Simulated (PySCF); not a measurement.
CH7F2NSi2, SMILES N[Si@H](F)C[SiH2]F.

Geometry: PBE0-D3(BJ)/def2-SVP. The structure was generated by enumeration; whether it is a known compound was not checked. Other conformers were not sampled.

Computed with PySCF with TDA-PBE/def2-SVPD.

Vertical excitations. Isolated molecule, no solvent.

Estimate the UV-visible absorptions. (An estimate is asked for; the answer gives what the named calculation found.)


```csv
state,energy (eV),λ (nm),f,main pairs
S1,5.92,210,0.014,HOMO→LUMO 99 %
S2,6.44,193,0.023,HOMO→LUMO+1 97 %
S3,6.78,183,0.010,"HOMO→LUMO+2 53 %, HOMO→LUMO+3 45 %"
S4,6.92,179,0.017,HOMO−1→LUMO 98 %
S5,6.99,177,0.021,"HOMO→LUMO+3 43 %, HOMO→LUMO+2 36 %, HOMO→LUMO+4 14 %"
S6,7.27,170,0.033,HOMO→LUMO+4 83 %
S7,7.44,167,0.006,HOMO−1→LUMO+1 95 %
S8,7.53,165,0.002,HOMO−2→LUMO 98 %
S9,7.60,163,0.007,"HOMO→LUMO+5 66 %, HOMO−1→LUMO+2 26 %"
S10,7.65,162,0.010,"HOMO−1→LUMO+2 67 %, HOMO→LUMO+5 24 %"
T1,5.83,213,0,HOMO→LUMO 99 %
T2,6.29,197,0,HOMO→LUMO+1 95 %
T3,6.35,195,0,HOMO→LUMO+2 94 %
T4,6.70,185,0,HOMO−1→LUMO 97 %
```
Triplets are in the Tamm–Dancoff approximation.
